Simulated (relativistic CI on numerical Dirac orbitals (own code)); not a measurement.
W²⁺: N6,7 absorption edge

Computed with this model: Dirac-Coulomb-Breit CI, KLI orbitals optimised for each configuration, a model potential for QED, valence Slater integrals scaled by 0.7, multiplet model of core-to-valence dipole absorption; configurations [Xe] 4f14 5d4 → [Xe] 4f13 5d5; 10 K; Lorentzian 0.3 eV and Gaussian 0.3 eV FWHM. Energies are those of the free ion, without screening or charge transfer. The branching ratio is the share of the lower-energy edge in the whole absorption, uncertain by about 0.02 where the edges overlap. S is read from ⟨S²⟩ = S(S + 1).

Field parameters in Wybourne normalisation: Td as Oh with Dq negative (B⁴₀ = 21Dq, B⁴₄ = √(5/14) B⁴₀). The field is a parameter set, without covalency.

free ion: ground-state S = 1.82, centroid 31.71 eV. Peaks (eV, height): 30.0 (28), 31.4 (100), 33.4 (38).

Td, 10Dq = -2450 cm⁻¹: ground-state S = 1.80, centroid 31.72 eV. Peaks (eV, height): 30.0 (29), 31.4 (100), 33.5 (37).

Strongest unbroadened transitions for free ion:

| Energy (eV) | Relative strength |
| --- | --- |
| 30.00 | 41.3 |
| 31.00 | 94.7 |
| 31.38 | 100.0 |
| 31.49 | 28.3 |
| 31.56 | 10.6 |
| 31.74 | 40.2 |
| 32.16 | 1.4 |
| 32.79 | 7.1 |
| 32.99 | 3.3 |
| 33.28 | 20.1 |
| 33.45 | 27.5 |
| 33.54 | 8.1 |
| 33.55 | 9.8 |
| 33.64 | 4.2 |
| 33.90 | 7.1 |
| 33.94 | 1.1 |
| 34.33 | 1.3 |
| 34.44 | 1.0 |
